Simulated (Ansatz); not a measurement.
## Run times for Si2H4ClF (SMILES F[SiH]([SiH3])Cl)

Si2H4ClF has 8 atoms, charge 0, and is taken as a singlet. As SMILES, `F[SiH]([SiH3])Cl`. Geometry: relaxed at PBE0-D4/def2-TZVP.

| atom | x (Å) | y (Å) | z (Å) |
| --- | --- | --- | --- |
| F | -1.3290 | 1.7968 | 0.1612 |
| Si | -0.3829 | 0.8128 | -0.6677 |
| Si | 0.5390 | -0.7930 | 0.7613 |
| Cl | -1.5341 | -0.1301 | -2.0759 |
| H | 0.5966 | 1.6554 | -1.3923 |
| H | 1.3557 | -0.1311 | 1.8123 |
| H | 1.4035 | -1.6938 | -0.0444 |
| H | -0.5566 | -1.5741 | 1.3896 |

Program: Ansatz 0.2.0. Hardware: 1 thread of Arm Neoverse V1, shared host, so times are rough. Ansatz fits the integrals of SCF and DFT runs by default. Its times include its search for lower SCF states.

Question: Estimate their order by wall time, quickest first.
A. energy at wB97M-V/def2-SVP
B. energy at revPBE/def2-SVP
C. energy at HF/3-21G
D. energy at HF/def2-SVP

Answer: C (0.85 s), D (2.3 s), B (6.3 s), A (88 s).
